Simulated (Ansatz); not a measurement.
`[NH2][AlH][OH]` and `[NH2][Al]([OH])[Br]` differ in one atom or group.

Ansatz, PBE0-D4/def2-TZVP geometries, multiplicity 1. Each molecule was computed in one conformer, which needn't be the lowest.

Scalar relativity is left out up to krypton. Spin–orbit coupling is left out; it splits and shifts lone-pair levels of the heavy atoms by tenths of an eV.

```json
{"property": "size of the dipole moment (ωB97M-V/def2-TZVPP) / D", "`[NH2][AlH][OH]`": "0.41"}
{"property": "HOMO–LUMO gap (B3LYP/def2-TZVPP) / eV", "`[NH2][AlH][OH]`": "7.07"}
{"property": "HOMO energy (PBE0/def2-TZVPP) / eV", "`[NH2][AlH][OH]`": "-7.38"}
{"property": "zero-point energy (PBE0-D4/def2-TZVP) / kJ/mol", "`[NH2][AlH][OH]`": "120.8"}
{"property": "LUMO energy (B3LYP/def2-TZVPP) / eV", "`[NH2][AlH][OH]`": "-0.05"}
{"property": "HOMO energy (PBE/def2-TZVPP) / eV", "`[NH2][AlH][OH]`": "-5.97"}
```

Question: What does the change do to each property? (Estimate.)

Answer: Computed: 
| property | `[NH2][Al]([OH])[Br]` | shift |
| --- | --- | --- |
| size of the dipole moment (ωB97M-V/def2-TZVPP) / D | 3.34 | 2.93 |
| HOMO–LUMO gap (B3LYP/def2-TZVPP) / eV | 6.67 | -0.40 |
| HOMO energy (PBE0/def2-TZVPP) / eV | -7.73 | -0.35 |
| zero-point energy (PBE0-D4/def2-TZVP) / kJ/mol | 106.5 | -14.3 |
| LUMO energy (B3LYP/def2-TZVPP) / eV | -0.80 | -0.75 |
| HOMO energy (PBE/def2-TZVPP) / eV | -6.29 | -0.32 |

With PBE0 the HOMO falls by 0.35 eV and the LUMO falls by 0.66 eV, so the gap narrows by about 0.31 eV. PBE moves the HOMO by -0.32 eV and ωB97M-V by -0.34 eV. Dipoles are sizes alone; their direction can turn.

B3LYP here is the variant with VWN-RPA as its local correlation; programs differ in this.
